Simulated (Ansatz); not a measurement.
```yaml
crystal:
  periodic: [false, false, false]
  atoms:
    - {symbol: Fe, position_ang: [0.410333, 0.015910, 0.017200]}
    - {symbol: Br, position_ang: [0.065794, 0.062998, 2.433193]}
    - {symbol: Br, position_ang: [0.262193, 0.039635, -2.414503]}
    - {symbol: Br, position_ang: [2.799948, 0.024240, 0.121060]}
    - {symbol: N, position_ang: [-1.632890, -0.061172, -0.092581]}
    - {symbol: H, position_ang: [-1.950542, -0.828690, -0.688850]}
    - {symbol: H, position_ang: [-2.015852, 0.786654, -0.516744]}
    - {symbol: H, position_ang: [-2.022031, -0.164206, 0.851100]}
    - {symbol: N, position_ang: [0.480607, 2.012660, 0.023181]}
    - {symbol: H, position_ang: [0.235936, 2.418369, -0.884430]}
    - {symbol: H, position_ang: [1.463477, 2.242196, 0.204711]}
    - {symbol: H, position_ang: [-0.074158, 2.445538, 0.765720]}
    - {symbol: N, position_ang: [0.451243, -1.980113, 0.039944]}
    - {symbol: H, position_ang: [0.181450, -2.391766, -0.857982]}
    - {symbol: H, position_ang: [-0.090616, -2.400033, 0.799289]}
    - {symbol: H, position_ang: [1.435098, -2.222221, 0.199690]}
basis:
  gaussian: {orbitals: cc-pVDZ}
total_charge: 1
magnetization: {spin_polarized: true, initial_magnetization: 0}
hamiltonian: {xc: {name: PBE1PBE}, pseudopotentials: {relativity: scalar}}
output: {forces: true}
```

```sh
$ ansatz run in.yaml --threads 4 --pin off --events-out ev --progress --plain --max-ram 9574MiB
```

Output, abridged:

```
Error: YAML parse error: error: line 24 column 19: hamiltonian.xc: no functional is named "PBE1PBE"; the names, which are not case-sensitive, are SVWN5, SPW92, PBE, PBE0, PBEsol, revPBE, revPBE0, RPBE, rPW86-PBE, HSE06, wPBEh, LC-wPBE, HISS, HF, BLYP, B3LYP, B3LYP5, BHLYP, CAM-B3LYP, r2SCAN, r2SCANh, r2SCAN0, r2SCAN50, m-r2SCAN, B97, wB97, wB97X, wB97X-V, B97M-V, wB97M-V, B2PLYP, B2GP-PLYP, PBE0-DH, PBE-QIDH
22 | total_charge: 1
23 | magnetization: {spin_polarized: true, initial_magnetization: 0}
24 | hamiltonian: {xc: {name: PBE1PBE}, pseudopotentials: {relativity: scalar}}
25 | output: {forces: true}
```

(1) What is wrong with this run?

## Answers

(1) The method's name isn't one that the program takes here. The program refused the input.
